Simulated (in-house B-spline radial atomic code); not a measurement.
Nd2+ is squeezed into an impenetrable sphere of radius R (the orbitals vanish at R). Level of theory: scalar-relativistic (X2C) Hartree-Fock, spin-polarised, averaged over the determinants with the given up and down occupations, Fermi nucleus of rms radius 4.9123 fm; calculated with a B-spline radial code for spherical atoms.

Energies in eV above the free ion in [Xe] 4f4:

```
R (bohr)  highest level (eV)   [Xe] 4f4  [Kr] 4d9 4f4 5s2 5p6 5f1  [Kr] 4d10 4f5 5s2 5p5
    8.83               -23.9  2.248e-05                     128.2                   21.2
    5.63               -23.8    0.03055                     132.9                  21.25
    5.27               -23.8    0.07688                     134.4                  21.32
    4.52               -23.4     0.5218                     139.2                  21.84
    3.85               -22.2      2.818                       148                   24.3
     3.1               -17.2      18.07                     176.3                  39.55
    2.79               -12.6      38.84                     206.2                  59.73
    2.03                15.9      267.4                     483.9                  275.2
    1.95                22.2      331.4                     557.8                    335
    1.33                 252       2116                      2510                   1995
```

(1) Does [Kr] 4d9 4f4 5s2 5p6 5f1 fall below [Xe] 4f4 under compression?

(2) Does [Kr] 4d10 4f5 5s2 5p5 fall below [Xe] 4f4 under compression?

The highest level is first positive in the row R = 2.03 bohr, pushed up by confinement above the zero of the free ion's potential. Each configuration is held fixed and needn't be the lowest in the sphere.

## Answers

(1) No, it stays above over the whole range.

(2) Yes, between R = 1.95 and 1.33 bohr the order changes (near 1.93 bohr by linear interpolation).
